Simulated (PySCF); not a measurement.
Ligands exchanged one at a time, B Cl-Br. Gas-phase values, no solvent. Strings in code marks are SMILES.

Quantity: vertical ionisation energy (energy after one electron is removed minus that of the parent at the parent's geometry), in eV.

Level 1: B3LYP-D3(BJ)/def2-TZVP // PBE0-D4/def2-TZVP (PySCF)
Level 2: B3LYP/6-31G* // PBE0-D4/def2-TZVP (PySCF)
Level 3: minus the HOMO energy of PBE-D3(BJ)/def2-TZVP // PBE0-D4/def2-TZVP (PySCF)
Level 4: HF/6-31G* // PBE0-D4/def2-TZVP (PySCF)

| species | level 1 | level 2 | level 3 | level 4 |
|---|---|---|---|---|
| `ClB(Cl)Br` | 10.77 | 10.79 | 7.31 | 10.52 |
